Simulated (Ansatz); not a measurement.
Reactions of CH7BGeSe, SMILES `C[B]([GeH3])[SeH]`.

Computed with Ansatz on PBE0-D4/def2-TZVP structures; ΔE is electronic, products minus reactants. CBS: MP2 limit from def2 TZ/QZ plus the TZ coupled-cluster correction, frozen cores. This one scheme is used for every species. For Ga, Ge, Se outer-core shells are correlated without core-valence functions, which leaves a few kJ/mol of doubt a bond. Scalar relativity is left out up to krypton. Each species was taken in one conformer, which may not be the lowest.

Order these by ΔE at CCSD(T)/CBS, lowest first. (An estimate is asked.)
A. `C[B]([GeH3])[SeH]` + `CC1C[SiH2]1` → `C[B](C)[GeH3]` + `[SeH]C1C[SiH2]1`
B. `C[B]([GeH3])[SeH]` + `C=NC` → `C=NC[SeH]` + `C[BH][GeH3]`
C. `C[B]([GeH3])[SeH]` + `[CH3][Ga]([CH3])[F]` → `[CH3][Ga]([CH3])[SeH]` + `C[B](F)[GeH3]`
D. `C[B]([GeH3])[SeH]` + `[SiH3]N[SiH3]` → `[SiH3]N[SiH2][SeH]` + `C[BH][GeH3]`
E. `C[B]([GeH3])[SeH]` + `FC[SiH2]S` → `C[B](F)[GeH3]` + `S[SiH2]C[SeH]`
F. `C[B]([GeH3])[SeH]` + `[CH3][Ga]([OH])[OH]` → `[OH][Ga]([OH])[SeH]` + `C[B](C)[GeH3]`

E (-111.4 kJ/mol), C (-56.8 kJ/mol), F (-7.2 kJ/mol), D (+27.3 kJ/mol), A (+88.5 kJ/mol), B (+145.8 kJ/mol).

Largest T1 diagnostic: 0.014, for `[CH3][Ga]([OH])[OH]`.
